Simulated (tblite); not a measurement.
Record of a relaxation.

Species: C₃H₇Ge₂S (doublet state).
Numbering: `[CH3:1][C:2]#[C:3][GeH2:4][GeH:5][SH:6]` (hydrogens: H7, H8, H9 on C1; H10, H11 on Ge4; H12 on Ge5; H13 on S6)
Bond orders are those of one Lewis drawing.

Computed with GFN2-xTB (tblite), gas phase: L-BFGS steps from a force-field or distance-geometry start until the largest atomic force falls under 0.01 eV/Å. 14 of its 108 geometries are shown.

Step 0: E = -462.9739 eV, largest atomic force 1.613 eV/Å
```
atom  x, y, z in Å  |  force x, y, z in eV/Å
C1      3.105    0.100    0.661   -0.723   0.635  -0.107
C2      1.752    0.238    0.075    1.504  -0.070   0.580
C3      0.654    0.357   -0.401   -0.692   0.442  -0.512
Ge4    -1.098    0.557   -1.149    0.181   0.212   0.197
Ge5    -2.365   -1.407   -0.562   -0.348  -0.275  -1.061
S6     -3.953   -0.814    0.857   -0.593   0.662   1.010
H7      3.589    1.110    0.734   -0.359  -0.849  -0.297
H8      3.700   -0.579    0.023   -0.243   0.358   0.566
H9      2.981   -0.254    1.698    0.234  -0.166  -0.530
H10    -1.029    0.764   -2.680    0.103   0.095   0.470
H11    -1.856    1.763   -0.509    0.433  -0.127  -0.296
H12    -1.423   -2.395    0.196    0.114  -0.002   0.457
H13    -4.061    0.560    1.039    0.390  -0.915  -0.476
```

Step 8: E = -463.4094 eV, largest atomic force 0.459 eV/Å
```
atom  x, y, z in Å  |  force x, y, z in eV/Å
C1      3.070    0.118    0.665    0.028  -0.164  -0.082
C2      1.753    0.268    0.077   -0.237   0.030  -0.125
C3      0.682    0.482   -0.451    0.328  -0.174   0.270
Ge4    -1.098    0.523   -1.103   -0.023   0.065   0.021
Ge5    -2.542   -1.487   -0.649    0.155   0.024   0.130
S6     -3.952   -0.878    1.029    0.131   0.255   0.125
H7      3.557    1.098    0.686   -0.007  -0.189   0.144
H8      3.681   -0.570    0.065   -0.174   0.191   0.073
H9      2.988   -0.303    1.676    0.000   0.259  -0.236
H10    -0.975    0.816   -2.582    0.028  -0.008  -0.129
H11    -1.730    1.801   -0.565    0.013   0.076   0.064
H12    -1.488   -2.327    0.262   -0.246   0.018  -0.085
H13    -3.950    0.459    0.873    0.005  -0.383  -0.170
```

Step 16: E = -463.4813 eV, largest atomic force 0.213 eV/Å
```
atom  x, y, z in Å  |  force x, y, z in eV/Å
C1      3.065    0.122    0.652    0.017  -0.075   0.020
C2      1.750    0.272    0.070   -0.081   0.078   0.002
C3      0.656    0.447   -0.417    0.192  -0.014   0.060
Ge4    -1.103    0.559   -1.104   -0.045  -0.070   0.079
Ge5    -2.550   -1.453   -0.626    0.004  -0.111   0.012
S6     -3.849   -0.885    1.129    0.125   0.172  -0.001
H7      3.576    1.084    0.713   -0.054  -0.019  -0.091
H8      3.661   -0.563    0.041   -0.068   0.093   0.142
H9      2.970   -0.272    1.667    0.025  -0.053  -0.119
H10    -0.954    0.813   -2.593    0.002   0.017  -0.006
H11    -1.697    1.845   -0.545    0.011   0.074  -0.012
H12    -1.579   -2.350    0.262    0.015  -0.047  -0.083
H13    -3.950    0.381    0.736   -0.144  -0.046  -0.003
```

Step 25: E = -463.5313 eV, largest atomic force 0.164 eV/Å
```
atom  x, y, z in Å  |  force x, y, z in eV/Å
C1      3.061    0.125    0.652    0.047  -0.059   0.038
C2      1.739    0.284    0.091   -0.014  -0.052  -0.045
C3      0.644    0.434   -0.400    0.146   0.031   0.068
Ge4    -1.114    0.568   -1.075   -0.086  -0.068   0.002
Ge5    -2.558   -1.485   -0.625   -0.066   0.135  -0.023
S6     -3.660   -0.776    1.207    0.024   0.066  -0.027
H7      3.570    1.088    0.699   -0.021  -0.037  -0.003
H8      3.653   -0.563    0.042   -0.075   0.078   0.025
H9      2.977   -0.285    1.660    0.027   0.033  -0.026
H10    -0.952    0.807   -2.566    0.003   0.003  -0.059
H11    -1.664    1.892   -0.548   -0.009  -0.033   0.005
H12    -1.591   -2.434    0.204    0.048   0.009   0.020
H13    -4.108    0.344    0.640   -0.024  -0.107   0.025
```

Step 33: E = -463.5422 eV, largest atomic force 0.090 eV/Å
```
atom  x, y, z in Å  |  force x, y, z in eV/Å
C1      3.063    0.118    0.661    0.042  -0.026  -0.018
C2      1.741    0.262    0.099    0.007   0.032   0.053
C3      0.650    0.447   -0.386    0.056  -0.031  -0.013
Ge4    -1.102    0.559   -1.083   -0.089  -0.009  -0.013
Ge5    -2.579   -1.455   -0.623   -0.003   0.026  -0.029
S6     -3.583   -0.714    1.243    0.012  -0.067   0.049
H7      3.563    1.088    0.694   -0.023  -0.031   0.026
H8      3.650   -0.558    0.039    0.014  -0.005   0.037
H9      2.998   -0.287    1.672    0.001   0.034  -0.065
H10    -0.953    0.799   -2.578    0.032   0.010  -0.025
H11    -1.667    1.871   -0.546   -0.014  -0.012  -0.015
H12    -1.587   -2.415    0.167    0.024   0.031   0.011
H13    -4.198    0.284    0.623   -0.060   0.048   0.002
```

Step 41: E = -463.5466 eV, largest atomic force 0.082 eV/Å
```
atom  x, y, z in Å  |  force x, y, z in eV/Å
C1      3.068    0.116    0.663    0.035  -0.023  -0.001
C2      1.744    0.260    0.101   -0.006   0.014   0.006
C3      0.658    0.438   -0.397    0.052  -0.015   0.021
Ge4    -1.096    0.551   -1.098   -0.065   0.045  -0.023
Ge5    -2.587   -1.436   -0.627    0.007  -0.011   0.007
S6     -3.592   -0.725    1.251   -0.013   0.015  -0.002
H7      3.566    1.085    0.700   -0.013  -0.008   0.004
H8      3.660   -0.561    0.046   -0.012   0.009   0.012
H9      3.006   -0.288    1.674   -0.029   0.015  -0.034
H10    -0.939    0.802   -2.593    0.021   0.005   0.013
H11    -1.687    1.852   -0.555    0.034  -0.012  -0.027
H12    -1.569   -2.368    0.161   -0.001  -0.003   0.000
H13    -4.235    0.276    0.656   -0.009  -0.030   0.026
```

Step 49: E = -463.5491 eV, largest atomic force 0.038 eV/Å
```
atom  x, y, z in Å  |  force x, y, z in eV/Å
C1      3.069    0.115    0.661    0.000  -0.008   0.010
C2      1.747    0.262    0.097    0.006  -0.016  -0.012
C3      0.656    0.420   -0.399    0.015   0.026   0.010
Ge4    -1.093    0.556   -1.111   -0.024   0.019  -0.014
Ge5    -2.599   -1.423   -0.621    0.021  -0.003   0.007
S6     -3.573   -0.713    1.275    0.007  -0.036   0.010
H7      3.570    1.082    0.705   -0.016  -0.010  -0.007
H8      3.662   -0.565    0.049   -0.018   0.015   0.014
H9      2.992   -0.289    1.671    0.010  -0.003  -0.004
H10    -0.904    0.810   -2.600   -0.001  -0.012  -0.011
H11    -1.671    1.865   -0.579    0.025   0.007  -0.004
H12    -1.560   -2.348    0.153   -0.003   0.003   0.000
H13    -4.299    0.227    0.682   -0.021   0.020   0.002
```

Step 58: E = -463.5510 eV, largest atomic force 0.041 eV/Å
```
atom  x, y, z in Å  |  force x, y, z in eV/Å
C1      3.064    0.109    0.663   -0.007  -0.002  -0.002
C2      1.746    0.255    0.092   -0.012   0.004  -0.001
C3      0.658    0.431   -0.404    0.010  -0.001  -0.002
Ge4    -1.088    0.573   -1.123   -0.013  -0.002  -0.025
Ge5    -2.592   -1.412   -0.616   -0.004   0.019   0.020
S6     -3.584   -0.740    1.287    0.007  -0.001  -0.024
H7      3.559    1.079    0.706    0.006  -0.022   0.010
H8      3.661   -0.569    0.052   -0.008   0.011   0.028
H9      2.983   -0.294    1.673    0.021   0.002  -0.021
H10    -0.887    0.803   -2.619   -0.019  -0.010   0.035
H11    -1.643    1.895   -0.603    0.002   0.010  -0.015
H12    -1.550   -2.331    0.158    0.009   0.004  -0.006
H13    -4.331    0.201    0.717    0.009  -0.013   0.004
```

Step 66: E = -463.5519 eV, largest atomic force 0.026 eV/Å
```
atom  x, y, z in Å  |  force x, y, z in eV/Å
C1      3.060    0.104    0.667    0.005  -0.006   0.000
C2      1.741    0.253    0.095    0.011   0.005   0.001
C3      0.660    0.434   -0.414    0.013   0.001   0.022
Ge4    -1.089    0.587   -1.126    0.005  -0.003  -0.018
Ge5    -2.586   -1.396   -0.610   -0.012  -0.004   0.004
S6     -3.579   -0.750    1.298    0.004  -0.003  -0.004
H7      3.557    1.074    0.711   -0.003  -0.012   0.003
H8      3.658   -0.573    0.057   -0.012   0.007   0.001
H9      2.985   -0.300    1.676   -0.018   0.006  -0.014
H10    -0.893    0.790   -2.624   -0.012  -0.007   0.009
H11    -1.627    1.924   -0.631   -0.001   0.005  -0.001
H12    -1.538   -2.317    0.152    0.016   0.006  -0.004
H13    -4.353    0.171    0.732    0.002   0.004   0.001
```

Step 74: E = -463.5523 eV, largest atomic force 0.016 eV/Å
```
atom  x, y, z in Å  |  force x, y, z in eV/Å
C1      3.058    0.102    0.668    0.000  -0.005   0.002
C2      1.742    0.258    0.094   -0.002   0.003  -0.004
C3      0.659    0.439   -0.411    0.009   0.006   0.000
Ge4    -1.089    0.592   -1.127   -0.010  -0.005  -0.012
Ge5    -2.584   -1.393   -0.608    0.010  -0.001  -0.002
S6     -3.580   -0.760    1.302   -0.002   0.012   0.000
H7      3.561    1.068    0.716   -0.003  -0.006   0.002
H8      3.653   -0.577    0.058   -0.008   0.002   0.002
H9      2.975   -0.305    1.676   -0.003   0.001  -0.004
H10    -0.904    0.779   -2.627    0.007  -0.004   0.006
H11    -1.619    1.938   -0.645   -0.006   0.003   0.006
H12    -1.523   -2.305    0.148    0.003   0.001  -0.002
H13    -4.353    0.164    0.740    0.007  -0.007   0.006
```

Step 82: E = -463.5526 eV, largest atomic force 0.018 eV/Å
```
atom  x, y, z in Å  |  force x, y, z in eV/Å
C1      3.052    0.098    0.669   -0.004   0.006   0.002
C2      1.739    0.266    0.091   -0.007  -0.015   0.007
C3      0.657    0.450   -0.415   -0.008   0.005  -0.001
Ge4    -1.091    0.598   -1.130    0.005   0.002   0.005
Ge5    -2.577   -1.390   -0.606    0.001  -0.003   0.002
S6     -3.568   -0.759    1.308    0.004   0.002   0.001
H7      3.560    1.060    0.724    0.012   0.003  -0.003
H8      3.644   -0.583    0.058    0.004   0.001   0.000
H9      2.963   -0.311    1.675   -0.006  -0.007   0.003
H10    -0.900    0.768   -2.630   -0.002   0.013  -0.012
H11    -1.623    1.945   -0.653   -0.004  -0.003  -0.010
H12    -1.507   -2.295    0.144    0.001  -0.002   0.004
H13    -4.354    0.154    0.747    0.005  -0.001   0.002
```

Step 91: E = -463.5533 eV, largest atomic force 0.033 eV/Å
```
atom  x, y, z in Å  |  force x, y, z in eV/Å
C1      3.032    0.084    0.675   -0.013   0.010  -0.001
C2      1.725    0.277    0.091    0.008   0.000  -0.011
C3      0.650    0.483   -0.422   -0.031  -0.004  -0.006
Ge4    -1.095    0.613   -1.149    0.012   0.012   0.028
Ge5    -2.547   -1.390   -0.596   -0.016  -0.005   0.006
S6     -3.526   -0.761    1.325    0.003   0.006  -0.007
H7      3.559    1.036    0.742   -0.005   0.013   0.004
H8      3.616   -0.600    0.061    0.002  -0.015  -0.002
H9      2.926   -0.334    1.675    0.014  -0.010   0.016
H10    -0.899    0.771   -2.648    0.000   0.007  -0.029
H11    -1.651    1.959   -0.693    0.008  -0.010  -0.002
H12    -1.462   -2.279    0.151    0.009   0.001   0.000
H13    -4.331    0.140    0.769    0.009  -0.004   0.003
```

Step 99: E = -463.5536 eV, largest atomic force 0.017 eV/Å
```
atom  x, y, z in Å  |  force x, y, z in eV/Å
C1      3.023    0.080    0.677   -0.011  -0.002   0.004
C2      1.718    0.278    0.090   -0.003   0.000   0.002
C3      0.644    0.490   -0.423   -0.013  -0.006  -0.009
Ge4    -1.097    0.619   -1.158    0.004  -0.001   0.011
Ge5    -2.540   -1.392   -0.592    0.000   0.004   0.000
S6     -3.505   -0.755    1.334    0.007  -0.003   0.000
H7      3.553    1.030    0.750   -0.002  -0.005  -0.011
H8      3.604   -0.608    0.064    0.011   0.011  -0.007
H9      2.916   -0.342    1.676   -0.007  -0.001   0.015
H10    -0.897    0.777   -2.659    0.001   0.001  -0.004
H11    -1.659    1.963   -0.706    0.008  -0.005   0.001
H12    -1.442   -2.271    0.151    0.003   0.005  -0.002
H13    -4.324    0.132    0.778    0.002   0.004  -0.001
```

Step 107: E = -463.5541 eV, largest atomic force 0.009 eV/Å
```
atom  x, y, z in Å  |  force x, y, z in eV/Å
C1      2.999    0.071    0.684    0.000   0.001  -0.001
C2      1.697    0.273    0.092    0.006  -0.005  -0.005
C3      0.629    0.485   -0.433   -0.003   0.001  -0.003
Ge4    -1.106    0.626   -1.177    0.001   0.000   0.000
Ge5    -2.520   -1.396   -0.587    0.000   0.000  -0.004
S6     -3.459   -0.749    1.349    0.004  -0.001   0.002
H7      3.529    1.020    0.760   -0.002   0.003   0.002
H8      3.582   -0.613    0.068    0.007  -0.002   0.006
H9      2.889   -0.354    1.682   -0.004   0.000   0.000
H10    -0.898    0.786   -2.677   -0.003  -0.001   0.001
H11    -1.658    1.972   -0.722   -0.004   0.003   0.000
H12    -1.394   -2.247    0.146   -0.004   0.000  -0.001
H13    -4.292    0.127    0.796    0.001   0.002   0.002
```

Problem. Summarise the path.

Solution. The energy falls by 0.5802 eV from step 0 to step 107; nine tenths of that is first reached at step 19. It falls at every step. The largest force goes from 1.613 to 0.009 eV/Å. Among the bonds Ge4–Ge5 changes most, from 2.410 to 2.537 Å; the atoms move by 0.287 Å rms after alignment.

Problem. Follow the three bonds and two angles with the largest change from start to end.

Solution. 
```tsv
step	E above end (eV)	largest force (eV/Å)	Ge4–Ge5 (Å)	S6–H13 (Å)	Ge4–H11 (Å)	Ge5–S6–H13 (°)	S6–Ge5–H12 (°)
0	0.5802	1.613	2.410	1.390	1.562	113.9	106.9
5	0.2446	0.480	2.485	1.343	1.511	105.3	99.7
9	0.1302	0.255	2.517	1.330	1.529	99.7	97.2
14	0.0835	0.236	2.530	1.331	1.526	93.8	94.1
19	0.0538	0.245	2.524	1.322	1.530	92.1	92.4
23	0.0291	0.221	2.549	1.324	1.535	95.2	93.8
28	0.0182	0.114	2.539	1.331	1.527	94.8	93.7
33	0.0119	0.090	2.540	1.326	1.526	93.8	93.7
37	0.0089	0.056	2.529	1.329	1.522	94.4	93.5
42	0.0071	0.051	2.531	1.331	1.527	94.8	93.3
47	0.0054	0.047	2.534	1.329	1.524	94.8	93.2
51	0.0045	0.069	2.535	1.328	1.527	95.1	93.2
56	0.0035	0.034	2.538	1.330	1.523	95.5	92.9
60	0.0028	0.033	2.543	1.329	1.527	95.7	92.9
65	0.0023	0.022	2.539	1.329	1.525	95.5	92.9
70	0.0019	0.016	2.537	1.329	1.525	95.5	93.0
74	0.0018	0.016	2.539	1.329	1.525	95.4	93.0
79	0.0016	0.015	2.538	1.329	1.526	95.4	93.2
84	0.0014	0.021	2.536	1.329	1.525	95.4	93.1
88	0.0011	0.026	2.534	1.329	1.524	95.5	93.1
93	0.0007	0.013	2.538	1.329	1.525	95.5	93.0
98	0.0005	0.015	2.540	1.329	1.525	95.5	93.0
102	0.0003	0.024	2.538	1.330	1.527	95.3	93.0
107	0.0000	0.009	2.537	1.329	1.524	95.4	93.1
```

What follows is the cost of the whole relaxation. On an Arm Neoverse N1 with one thread, no GPU, on a shared host, this took 1.1 s.
